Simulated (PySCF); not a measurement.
## WCl₃, doublet: data card

These are results of PySCF, UPBE0, basis W def2-TZVP with ECP60, Cl def2-TZVP (scalar-relativistic core potentials, no spin–orbit coupling, density fitting), not measurements.

The structure is a minimum.

* Point group: C2v
* Bond lengths: W–Cl 2.200 Å, W–Cl 2.218 Å (×2)
* Bond angles: Cl–W–Cl 108.4°, Cl–W–Cl 125.8° (×2)
* Enthalpy at 298.15 K above 0 K: 18.18 kJ/mol
* Principal polarisabilities: 65.2, 90.0, 91.5 bohr³
* Atomisation energy without zero-point energy: 1213 kJ/mol
* Lowest empty level (α): -3.43 eV
* Heat capacity Cp at 298.15 K: 75.8 J/(mol K)
* Highest occupied level (β): -5.90 eV
* Principal quadrupole moments (Buckingham, traceless) about the centre of mass: -3.54, 0.98, 2.56 D Å
* Spin squared ⟨S²⟩: 0.837
* Rotational symmetry number: 2
* Zero-point energy: 9.1 kJ/mol
* Dipole moment: 0.75 D
* Entropy at 298.15 K and 1 bar (electronic part: spin only): 357.9 J/(mol K)
* Rotational constants: 0.07449, 0.05889, 0.03289 cm⁻¹

Harmonic modes (masses in u: W 183.951, Cl 34.969):
```csv
symmetry,ω (cm⁻¹),IR (km/mol),type
b2,69,3.0,bend
b1,92,0.0,bend
a1,106,0.0,bend
b2,399,107,stretch
a1,409,1.2,stretch
a1,443,81.3,stretch
```

In C2v the vibrations span 2b2 + b1 + 3a1. Here b1 is antisymmetric to the molecular plane and b2 lies in it.

Charges (e):
| atom | Mulliken | Löwdin | polar tensor | spin (Mulliken) | Mayer order to W1 |
| --- | --- | --- | --- | --- | --- |
| W1 | 0.75 | -0.43 | 1.42 | 0.95 | – |
| Cl2 | -0.25 | 0.16 | -0.44 | -0.02 | 1.29 |
| Cl3,4 | -0.25 | 0.13 | -0.49 | 0.04 | 1.25 |

Mulliken populations on W1 (electrons outside its core potential): s 2.83, p 6.28, d 4.06, f 0.07.

Formally W is in oxidation state +3, d3, with 1 unpaired electron (the high-spin count would be 3). The Mulliken spin on W is 0.95. The polar-tensor charge on W, 1.42, is far below the formal one.

This need not be the most stable arrangement of these atoms. Open d and f shells are described by one determinant, and the ground state may have another occupation or spin. At this level a quartet minimum of D3h symmetry lies 87 kJ/mol below this structure. With an element this heavy the missing spin–orbit coupling can shift these numbers.

The final relaxation and frequency run took 2.2 min on 4 threads of a shared AMD EPYC 7R43 64-Core (Zen 3) host, with 151 basis functions and 15 gradients; the process peaked at 1.6 GiB.
